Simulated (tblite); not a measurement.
A geometry optimisation, step by step.

Compound: C7H8N (doublet state).
Numbering: `[CH2:1]=[CH:2][CH:3][n:4]1[cH:5][cH:6][cH:7][cH:8]1` (hydrogens: H9, H10 on C1; H11 on C2; H12 on C3; H13 on C5; H14 on C6; H15 on C7; H16 on C8)
Bond orders are those of one Lewis drawing.

Computed with GFN2-xTB (tblite), gas phase: L-BFGS steps from a force-field or distance-geometry start until the largest atomic force falls under 0.01 eV/Å. 8 of its 20 geometries are shown.

Step 0: E = -596.1067 eV, largest atomic force 2.946 eV/Å
```
atom  x, y, z in Å  |  force x, y, z in eV/Å
C1     -3.243    0.350    0.079   -1.757   0.643   0.003
C2     -2.027   -0.170    0.074    2.944  -0.064   0.075
C3     -0.819    0.630    0.056   -0.473  -0.830  -0.055
N4      0.483    0.173    0.046    0.030  -0.362   0.181
C5      0.928   -1.144    0.091   -0.139   0.322  -0.116
C6      2.302   -1.159    0.070   -0.311  -0.349   0.041
C7      2.740    0.185    0.031   -0.321   0.473   0.036
C8      1.616    0.975    0.029   -0.353  -0.147  -0.065
H9     -4.122   -0.293    0.105    0.299   0.312  -0.018
H10    -3.428    1.423    0.058    0.101  -0.394   0.000
H11    -1.921   -1.258    0.109    0.085   0.386  -0.049
H12    -0.936    1.711    0.028    0.102  -0.267   0.010
H13     0.225   -1.964    0.121    0.261   0.229  -0.017
H14     2.933   -2.045    0.088   -0.313   0.424  -0.004
H15     3.757    0.549    0.020   -0.263  -0.165  -0.006
H16     1.506    2.048    0.010    0.107  -0.212  -0.016
```

Step 3: E = -596.2275 eV, largest atomic force 0.347 eV/Å
```
atom  x, y, z in Å  |  force x, y, z in eV/Å
C1     -3.243    0.352    0.079   -0.211   0.136   0.004
C2     -1.985   -0.161    0.078    0.322  -0.124   0.035
C3     -0.816    0.613    0.053   -0.007  -0.073  -0.010
N4      0.480    0.163    0.053    0.017  -0.040   0.040
C5      0.923   -1.138    0.087   -0.045   0.009  -0.023
C6      2.289   -1.157    0.072   -0.057   0.055   0.006
C7      2.723    0.194    0.033   -0.125   0.052   0.016
C8      1.598    0.970    0.026   -0.102  -0.023  -0.002
H9     -4.116   -0.286    0.104    0.250   0.123  -0.011
H10    -3.427    1.417    0.058    0.069  -0.111  -0.004
H11    -1.911   -1.242    0.106    0.190   0.093  -0.019
H12    -0.930    1.690    0.028    0.109  -0.082   0.000
H13     0.235   -1.956    0.120   -0.039  -0.074  -0.010
H14     2.920   -2.030    0.088   -0.119   0.125   0.000
H15     3.743    0.541    0.019   -0.208  -0.064  -0.005
H16     1.509    2.039    0.009   -0.042  -0.001  -0.018
```

Step 5: E = -596.2394 eV, largest atomic force 0.196 eV/Å
```
atom  x, y, z in Å  |  force x, y, z in eV/Å
C1     -3.235    0.354    0.079   -0.010   0.048   0.008
C2     -1.975   -0.160    0.081    0.008  -0.060  -0.002
C3     -0.811    0.607    0.052   -0.073   0.035   0.019
N4      0.478    0.159    0.057   -0.002  -0.003  -0.023
C5      0.919   -1.139    0.085   -0.035  -0.051   0.020
C6      2.283   -1.152    0.072   -0.047  -0.014  -0.001
C7      2.712    0.196    0.035   -0.040   0.007   0.001
C8      1.588    0.970    0.025    0.008   0.030   0.024
H9     -4.104   -0.280    0.104    0.109  -0.013  -0.005
H10    -3.424    1.413    0.058    0.081   0.056  -0.006
H11    -1.898   -1.235    0.105    0.157  -0.117   0.002
H12    -0.923    1.679    0.029    0.083   0.121  -0.007
H13     0.236   -1.957    0.119   -0.098  -0.127  -0.010
H14     2.911   -2.020    0.088    0.004  -0.020   0.001
H15     3.729    0.537    0.019   -0.041   0.026  -0.005
H16     1.507    2.036    0.007   -0.104   0.080  -0.016
```

Step 8: E = -596.2492 eV, largest atomic force 0.149 eV/Å
```
atom  x, y, z in Å  |  force x, y, z in eV/Å
C1     -3.224    0.359    0.080    0.118  -0.091   0.002
C2     -1.968   -0.166    0.083   -0.018   0.079  -0.018
C3     -0.812    0.610    0.054    0.013   0.057   0.013
N4      0.472    0.156    0.058   -0.040   0.005  -0.011
C5      0.908   -1.146    0.085   -0.065   0.004   0.013
C6      2.272   -1.151    0.073   -0.004  -0.059   0.003
C7      2.698    0.198    0.036    0.036  -0.024  -0.003
C8      1.578    0.973    0.028   -0.052  -0.011   0.004
H9     -4.085   -0.279    0.103   -0.094  -0.066   0.001
H10    -3.409    1.417    0.057    0.092   0.036   0.000
H11    -1.867   -1.242    0.104    0.016   0.008   0.009
H12    -0.907    1.685    0.028   -0.010   0.052   0.000
H13     0.226   -1.972    0.117    0.022   0.051  -0.011
H14     2.904   -2.014    0.088    0.025  -0.043   0.001
H15     3.713    0.537    0.018    0.049   0.047   0.000
H16     1.491    2.043    0.004   -0.088  -0.046  -0.003
```

Step 11: E = -596.2526 eV, largest atomic force 0.098 eV/Å
```
atom  x, y, z in Å  |  force x, y, z in eV/Å
C1     -3.219    0.355    0.081   -0.096   0.012  -0.006
C2     -1.963   -0.164    0.081    0.036  -0.019   0.005
C3     -0.812    0.617    0.055    0.007  -0.001  -0.007
N4      0.468    0.155    0.057    0.020   0.004   0.014
C5      0.903   -1.146    0.087    0.038   0.004  -0.009
C6      2.268   -1.154    0.073    0.028   0.021   0.003
C7      2.696    0.197    0.036    0.006   0.001   0.001
C8      1.573    0.971    0.029    0.035  -0.017  -0.013
H9     -4.085   -0.283    0.102    0.029   0.038  -0.002
H10    -3.394    1.419    0.057    0.046  -0.086   0.004
H11    -1.855   -1.242    0.105    0.010   0.064   0.001
H12    -0.903    1.694    0.028   -0.019   0.008   0.005
H13     0.223   -1.973    0.115   -0.015   0.019  -0.004
H14     2.904   -2.018    0.088   -0.044   0.012   0.002
H15     3.712    0.542    0.018   -0.050  -0.013   0.003
H16     1.476    2.040    0.003   -0.033  -0.047   0.001
```

Step 14: E = -596.2535 eV, largest atomic force 0.017 eV/Å
```
atom  x, y, z in Å  |  force x, y, z in eV/Å
C1     -3.219    0.352    0.080    0.008  -0.002  -0.003
C2     -1.961   -0.163    0.082   -0.002  -0.003   0.005
C3     -0.811    0.620    0.055   -0.001  -0.002  -0.004
N4      0.468    0.155    0.058    0.008  -0.001   0.001
C5      0.903   -1.146    0.087    0.000  -0.001  -0.003
C6      2.267   -1.154    0.074    0.004   0.001   0.000
C7      2.695    0.196    0.036    0.003   0.004   0.000
C8      1.573    0.970    0.028    0.002   0.004  -0.004
H9     -4.084   -0.283    0.102   -0.007   0.003  -0.001
H10    -3.386    1.415    0.057   -0.006   0.005   0.001
H11    -1.850   -1.238    0.105    0.013  -0.008   0.002
H12    -0.903    1.696    0.028   -0.008  -0.005   0.004
H13     0.221   -1.971    0.114   -0.008   0.006  -0.002
H14     2.901   -2.018    0.089   -0.013  -0.011   0.002
H15     3.709    0.542    0.018    0.010  -0.001   0.001
H16     1.469    2.036    0.003   -0.003   0.010  -0.001
```

Step 16: E = -596.2535 eV, largest atomic force 0.014 eV/Å
```
atom  x, y, z in Å  |  force x, y, z in eV/Å
C1     -3.219    0.352    0.080    0.013  -0.006   0.000
C2     -1.961   -0.164    0.082    0.003   0.000  -0.001
C3     -0.811    0.619    0.055    0.002   0.001   0.002
N4      0.469    0.155    0.058   -0.003   0.005  -0.005
C5      0.903   -1.146    0.086   -0.010   0.010   0.001
C6      2.268   -1.153    0.074   -0.006  -0.004   0.000
C7      2.696    0.196    0.036   -0.002   0.000  -0.001
C8      1.573    0.970    0.028   -0.004  -0.002   0.001
H9     -4.084   -0.282    0.102   -0.009  -0.003  -0.001
H10    -3.386    1.415    0.057   -0.001   0.006   0.000
H11    -1.848   -1.238    0.105    0.004  -0.005   0.003
H12    -0.903    1.696    0.029   -0.004  -0.007   0.003
H13     0.220   -1.971    0.114    0.003   0.010  -0.002
H14     2.900   -2.019    0.089   -0.001  -0.010   0.002
H15     3.709    0.542    0.018    0.014   0.002   0.001
H16     1.468    2.037    0.003    0.000   0.002  -0.001
```

Step 19: E = -596.2536 eV, largest atomic force 0.007 eV/Å
```
atom  x, y, z in Å  |  force x, y, z in eV/Å
C1     -3.218    0.352    0.080   -0.003   0.000   0.002
C2     -1.961   -0.164    0.082    0.000  -0.004  -0.002
C3     -0.811    0.619    0.055   -0.003   0.002   0.003
N4      0.469    0.155    0.058    0.001   0.004  -0.004
C5      0.903   -1.145    0.086    0.000   0.004   0.000
C6      2.267   -1.154    0.074   -0.003   0.001   0.000
C7      2.696    0.197    0.036    0.002  -0.003   0.000
C8      1.574    0.970    0.027    0.003   0.003   0.001
H9     -4.085   -0.282    0.102    0.006   0.000  -0.001
H10    -3.386    1.415    0.057    0.004  -0.006  -0.001
H11    -1.847   -1.239    0.106   -0.002  -0.002   0.002
H12    -0.905    1.695    0.029   -0.001   0.002   0.001
H13     0.220   -1.969    0.114    0.000   0.001  -0.001
H14     2.898   -2.021    0.089   -0.003   0.004   0.001
H15     3.711    0.542    0.018   -0.006  -0.004   0.001
H16     1.467    2.037    0.002    0.006  -0.001  -0.002
```

Q: Summarise the path.

A: The energy falls by 0.1469 eV from step 0 to step 19; nine tenths of that is first reached at step 5. It falls at every step. The largest force goes from 2.946 to 0.007 eV/Å. Among the bonds C2–C3 changes most, from 1.449 to 1.391 Å; the atoms move by 0.042 Å rms after alignment.

Q: Follow the three bonds and two angles with the largest change from start to end.

A: 
```
step  E above end (eV)  largest force (eV/Å)  C2–C3 (Å)  C1=C2 (Å)  N4–C5 (Å)  C2–C3–H12 (°)  C3–N4–C8 (°)
   0            0.1469                 2.946      1.449      1.323      1.391          117.4         125.4
   1            0.0728                 1.533      1.402      1.389      1.381          118.6         125.5
   2            0.0440                 0.479      1.400      1.370      1.379          118.0         125.4
   3            0.0261                 0.347      1.402      1.358      1.375          117.4         125.0
   4            0.0187                 0.247      1.396      1.358      1.372          117.3         124.9
   5            0.0142                 0.196      1.394      1.361      1.371          117.4         124.7
   6            0.0108                 0.176      1.393      1.362      1.371          117.8         124.5
   7            0.0068                 0.207      1.392      1.363      1.372          118.3         124.2
   8            0.0044                 0.149      1.392      1.362      1.373          118.9         124.0
   9            0.0030                 0.099      1.392      1.360      1.373          119.1         123.9
  10            0.0020                 0.111      1.392      1.359      1.373          119.3         123.8
  11            0.0010                 0.098      1.392      1.359      1.372          119.4         123.7
  12            0.0004                 0.060      1.392      1.359      1.372          119.4         123.7
  13            0.0002                 0.023      1.391      1.359      1.372          119.4         123.6
  14            0.0001                 0.017      1.391      1.359      1.372          119.4         123.6
  15            0.0001                 0.014      1.391      1.359      1.372          119.4         123.6
  16            0.0000                 0.014      1.391      1.359      1.372          119.4         123.6
  17            0.0000                 0.013      1.391      1.359      1.372          119.3         123.6
  18            0.0000                 0.010      1.391      1.359      1.372          119.3         123.6
  19            0.0000                 0.007      1.391      1.359      1.372          119.3         123.7
```

What follows is the cost of the whole relaxation. On an Arm Neoverse V2 with one thread, shared host with 96 logical CPUs at a one-minute load of 34, this took under 0.1 s wall.
